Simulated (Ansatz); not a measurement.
Molecule: CClFI (charge 0, doublet). It need not be the lowest isomer of its formula. 
Structure (B3LYP-D3(BJ)/def2-TZVP (Ansatz, a first-principles code) minimum search):
```xyz
4

F     -1.3685     0.0275    -1.5923
C     -1.0777     0.0362    -0.2955
Cl    -1.9059    -1.1969     0.5770
I      0.9657     0.3751     0.1188
```
Charge 0, spin multiplicity 2.

Property: atomisation energy (electronic, to ground-state atoms), in kcal/mol. Cores are frozen in the correlated levels unless marked. UHF or UKS for open shells. No spin-orbit coupling. Frozen are the shells of the preceding noble gas and the d and f shells that filled before the atom's block. Past Kr the def2 sets carry scalar-relativistic core potentials. The coupled-cluster limit lacks core correlation, which all-electron functionals hold. CBS marks a two-point X^-3 extrapolation of the correlation energy; Hartree-Fock from the larger set. [CCSD(T)-MP2]/basis is that difference in the basis named.

```csv
level,program,atomisation energy (kcal/mol)
PBE0/def2-SVP,Ansatz,258.1
PBE0-D3(BJ)/def2-TZVPD,Ansatz + dftd3,260.0
r2SCANh/def2-TZVPD,Ansatz,(withheld)
HSE06-D3(BJ)/def2-TZVPD,Ansatz + dftd3,260.3
LC-wPBE-D4/def2-TZVPD,Ansatz + dftd4,(withheld)
PBE-QIDH/def2-TZVPD,Ansatz,251.2
RPA@PBE/def2-TZVPP,Ansatz,(withheld)
CCSD/def2-SVP,Ansatz,(withheld)
"RI-MP2/CBS(def2-TZVPP,def2-QZVPP)+[CCSD(T)-MP2]/def2-TZVPP",Ansatz,248.9
```

Problem. Some entries are withheld; supply them.

Solution. 
- r2SCANh/def2-TZVPD, atomisation energy (kcal/mol): 254.8
- LC-wPBE-D4/def2-TZVPD, atomisation energy (kcal/mol): 254.7
- RPA@PBE/def2-TZVPP, atomisation energy (kcal/mol): 210.1
- CCSD/def2-SVP, atomisation energy (kcal/mol): 217.3
